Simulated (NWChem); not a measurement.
Isomers of C2H9NSi, each optimised at PBE0/def2-SVP with NWChem, gas phase unless a solvent is named. Flexible species stand in one conformer each, which need not be the lowest.  Relative energies count from the lowest isomer at each level and are electronic, without zero-point energy, on those geometries.

A: CC[SiH2]N
B: CN[SiH2]C
C: C[SiH](C)N
D: CCN[SiH3]

```tsv
quantity	A	B	C	D
relative energy, PW6B95/def2-TZVP (kcal/mol)	13.4	19.3	0.0	28.1
relative energy, PBE0/def2-TZVP (kcal/mol)	13.4	19.6	0.0	28.3
relative energy, TPSSh/def2-TZVP (kcal/mol)	12.2	17.0	0.0	24.7
highest harmonic frequency (cm⁻¹), PBE0/def2-SVP	3699	3640	3700	3624
SMD solvation free energy in water, PBE0/def2-SVP (kcal/mol)	-0.1	1.1	0.5	0.9
```
